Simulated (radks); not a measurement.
Ionisation of neutral strontium, [Kr] 5s2, to [Kr] 5s1 as the strength of local exchange is varied. Calculated with a radial shooting solver on a logarithmic mesh with Libxc functionals: scalar-relativistic Kohn-Sham, Slater X-alpha exchange (alpha = 2/3 is LDA exchange), no correlation, spin-polarised, spherical densities, point nucleus.

alpha = 0.611: E(Sr) (hartree) -3164.20879; exchange (hartree) -89.31728; IE (eV) 4.602; -e of the level emptied (eV) 2.608 (5s); <r> of it (bohr) 4.495
alpha = 0.627: E(Sr) (hartree) -3166.55155; exchange (hartree) -91.72004; IE (eV) 4.667; -e of the level emptied (eV) 2.675 (5s); <r> of it (bohr) 4.470
alpha = 0.667: E(Sr) (hartree) -3172.41561; exchange (hartree) -97.74114; IE (eV) 4.831; -e of the level emptied (eV) 2.844 (5s); <r> of it (bohr) 4.408
alpha = 0.694: E(Sr) (hartree) -3176.37962; exchange (hartree) -101.81686; IE (eV) 4.943; -e of the level emptied (eV) 2.961 (5s); <r> of it (bohr) 4.368
alpha = 0.869: E(Sr) (hartree) -3202.18483; exchange (hartree) -128.45761; IE (eV) 5.702; -e of the level emptied (eV) 3.761 (5s); <r> of it (bohr) 4.128
alpha = 0.913: E(Sr) (hartree) -3208.70366; exchange (hartree) -135.21688; IE (eV) 5.901; -e of the level emptied (eV) 3.974 (5s); <r> of it (bohr) 4.073
alpha = 0.921: E(Sr) (hartree) -3209.89023; exchange (hartree) -136.44847; IE (eV) 5.938; -e of the level emptied (eV) 4.013 (5s); <r> of it (bohr) 4.063

NIST Atomic Spectra Database: 5.695 eV (measured). The Delta-SCF value meets it near alpha = 0.87.
